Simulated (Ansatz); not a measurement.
C2H9OSbSi (`C[O][Sb]([CH3])[SiH3]`), relaxed with RKS PBE-D4/def2-SVP in Ansatz from a rough embedded geometry. The force threshold is 0.03 eV/Å; the program also tests the step.

Charge 0, multiplicity 1. Sb: def2 effective core potential.

Start:

```xyz
14

C     1.754    1.164    1.098
O     0.942    0.109    1.105
Sb   -0.843    0.745    0.356
C    -1.783   -1.239    0.751
Si   -0.242   -0.057   -1.976
H     2.790    0.922    1.493
H     1.944    1.564    0.039
H     1.379    2.010    1.696
H    -1.040   -2.043    0.524
H    -2.699   -1.308    0.251
H    -1.953   -1.252    1.909
H     0.383   -1.428   -1.900
H     0.772    0.923   -2.550
H    -1.403   -0.108   -2.796
```

**Question.** By how much does the energy fall, and how many steps does the optimiser take? (An estimate is asked.)

**Answer.** Ansatz gave: 51.01 kJ/mol, in 8 steps.

**Question.** Which bonds change most? (An estimate is asked.)

**Answer.** Computed: Si5–H14 from 1.423 to 1.510 Å; Sb3–Si5 from 2.538 to 2.615 Å; C1–O2 from 1.332 to 1.408 Å; C4–H11 from 1.170 to 1.106 Å.

**Question.** Give the relaxed structure. (Best estimate.)

**Answer.** Ansatz gave: 
```xyz
14

C     1.822    1.228    1.088
O     0.845    0.214    1.044
Sb   -1.024    0.720    0.360
C    -1.739   -1.279    0.879
Si   -0.317   -0.031   -2.044
H     2.736    0.797    1.552
H     2.117    1.611    0.079
H     1.526    2.114    1.703
H    -0.848   -1.935    0.859
H    -2.490   -1.632    0.146
H    -2.181   -1.268    1.893
H     0.098   -1.480   -2.014
H     0.865    0.800   -2.476
H    -1.412    0.142   -3.070
```
